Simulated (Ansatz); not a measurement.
A run on FH3S3Si (`F[Si](S)(S)S`) with other settings.

```yaml
crystal:
  periodic: [false, false, false]
  atoms:
    - {symbol: F, position_ang: [-1.263366, 0.671592, 1.435005]}
    - {symbol: Si, position_ang: [-0.017618, 0.007505, 0.027372]}
    - {symbol: S, position_ang: [2.454304, 0.699928, 0.644940]}
    - {symbol: S, position_ang: [-0.674666, 1.067788, -2.299493]}
    - {symbol: S, position_ang: [-0.185826, -2.623129, -0.124333]}
    - {symbol: H, position_ang: [2.350320, 0.078452, 2.205221]}
    - {symbol: H, position_ang: [-0.684794, 2.639713, -1.698731]}
    - {symbol: H, position_ang: [-1.863104, -2.613349, -0.259607]}
basis:
  gaussian: {orbitals: pcseg-2}
hamiltonian: {xc: {name: rPW86-PBE}}
scf: {lower_state_search: light}
output: {forces: true}
```

```sh
$ ansatz run in.yaml --threads 4 --pin off --events-out ev --progress --plain --max-ram 10444MiB
```

Shortened log:

```
Functional definition: rPW86-PBE
  name "rPW86-PBE"
  cite "Murray, Lee & Langreth, J. Chem. Theory Comput. 5, 2754 (2009) doi:10.1021/ct900365q"
  cite "Perdew, Burke & Ernzerhof, Phys. Rev. Lett. 77, 3865 (1996) doi:10.1103/PhysRevLett.77.3865"
  parent pbe
  exchange = rpw86_x
  correlation = pbe_c
1319 factors; their error is unknown
mean field evaluation 1: about -43188.3251 eV, gradient 4.8e1 eV
mean field evaluation 2: about -43031.6893 eV, gradient 2.5e2 eV
mean field evaluation 4: about -43189.9178 eV, gradient 3.3e1 eV
mean field evaluation 8: about -43192.7298 eV, gradient 7.8e-1 eV
mean field evaluation 16: about -43192.6757 eV, gradient 4.1e-3 eV
mean field -43192.67574481 eV, -1587.3015565746 hartree, gradient 3.2e-5 eV, S^2 0.000000; 2 other end points of the search recorded, 0 dependent functions left out
the calculation of the forces begins
reference -43192.67587830 eV, -1587.3015614802 hartree; 37, 37 occupied and 171, 171 virtual orbitals, 1319 factors
Total energy: -43192.67587830 eV, -1587.3015614802 hartree
Atom 0 at    -1.263366     0.671592     1.435005 Å, force     2.611142    -1.391838    -2.950406 eV/Å
Atom 1 at    -0.017618     0.007505     0.027372 Å, force    -1.049860     0.559749     1.185121 eV/Å
Atom 2 at     2.454304     0.699928     0.644940 Å, force    -2.470800    -1.922592     2.719766 eV/Å
Atom 3 at    -0.674666     1.067788    -2.299493 Å, force     0.562630     2.335634     3.381115 eV/Å
Atom 4 at    -0.185826    -2.623129    -0.124333 Å, force    -3.369942     2.411260    -0.132038 eV/Å
Atom 5 at     2.350320     0.078452     2.205221 Å, force     0.131205     1.305360    -3.320065 eV/Å
Atom 6 at    -0.684794     2.639713    -1.698731 Å, force     0.029491    -3.365972    -1.189766 eV/Å
Atom 7 at    -1.863104    -2.613349    -0.259607 Å, force     3.556135     0.068400     0.306273 eV/Å
Dipole moment:     0.104868    -0.055330    -0.118214 e Å
```

It took 5 s on 4 threads of an Arm Neoverse V2 on a shared host, with 0.45 GiB of host memory at the peak.
